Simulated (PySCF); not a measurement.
C4H5, charge -1, singlet, geometry from GFN2-xTB. Base run: PySCF with CCSD(T)/def2-SVP.

PySCF was given this input:
```python
from pyscf import gto, scf, cc

mol = gto.Mole()
mol.atom = '''
    C    -0.01348128    1.18155902    0.44895058
    C     0.00640291   -1.09047136    0.32460397
    C     0.75400431    0.06221722   -0.26521490
    C    -0.75049844    0.04972316   -0.27751056
    H    -0.01520664    2.09591209   -0.26903994
    H    -0.00145211   -1.21255464    1.40980063
    H     0.01870869   -2.05397794   -0.20208349
    H     1.39180994   -0.01229614   -1.15053042
    H    -1.37242485   -0.03525157   -1.17312134
'''
mol.basis = 'def2-svp'
mol.charge = -1
mol.verbose = 4
mol.max_memory = 1800
mol.build()

mf = scf.RHF(mol)
mf.kernel()

mycc = cc.CCSD(mf, frozen=4)
mycc.kernel()
et = mycc.ccsd_t()
print('E(CCSD(T)) = %.10f' % (mycc.e_tot + et))
```

Each row names what was changed in the base input (with any setting that the change needs).

```tsv
change	ΔE vs base (kcal/mol)	MP2 correlation (Eh)	CC correlation without the perturbative part (Eh)	basis functions	core-seconds (rough)
base	0.000	-0.55779	-0.59155	81	20
method = ccsd	14.51	-0.55779	-0.59155	81	20
method = mp2	…	-0.55779	-	81	2
method = cisd	68.0	-	-	81	10
```

Problem. What belongs in the gaps?

Solution. 
- method = mp2, ΔE vs base (kcal/mol): 35.70
